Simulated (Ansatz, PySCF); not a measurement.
This PySCF input computes a CAM-B3LYP/def2-TZVPD energy:

```python
from pyscf import gto, scf, dft

mol = gto.M(
    atom='''
    Ge    0.01486516    0.01335931    1.33008905
    I     1.08853820   -1.84321149   -0.39527948
    I    -1.09751339    1.83514549   -0.40779315
    ''',
    basis='def2-tzvpd',
    ecp='def2-tzvp',
    charge=-1,
    spin=1,
    verbose=4,
)

mf = dft.UKS(mol, xc='camb3lyp').density_fit(auxbasis='def2-universal-jkfit')
mf.grids.level = 3
mf.conv_tol = 1e-9
mf.max_cycle = 100
mf.max_memory = 1500
mf.kernel()
if not mf.converged:
    mf = mf.newton()
    mf.kernel(mf.make_rdm1())
for _ in range(2):
    mo, _, stable, _ = mf.stability(return_status=True)
    if stable:
        break
    mf.kernel(mf.make_rdm1(mo, mf.mo_occ))
mf.analyze()
```

Question: Write an input for the same energy in Ansatz (an electronic-structure program) and say what it gives.

Answer: 
Ansatz 0.2 input:
```yaml
crystal:
  periodic: [false, false, false]
  atoms:
    - {symbol: Ge, position_ang: [0.01486516, 0.01335931, 1.33008905]}
    - {symbol: I, position_ang: [1.08853820, -1.84321149, -0.39527948]}
    - {symbol: I, position_ang: [-1.09751339, 1.83514549, -0.40779315]}
basis:
  gaussian:
    orbitals: def2-TZVPD
hamiltonian:
  xc: {name: CAM-B3LYP}
total_charge: -1
magnetization: {spin_polarized: true, initial_magnetization: 1}
output: {forces: true}
```
It gives -2672.70060 Eh, and PySCF -2672.70063 Eh, a difference of 0.03 mEh, from the treatment of integrals and grids.
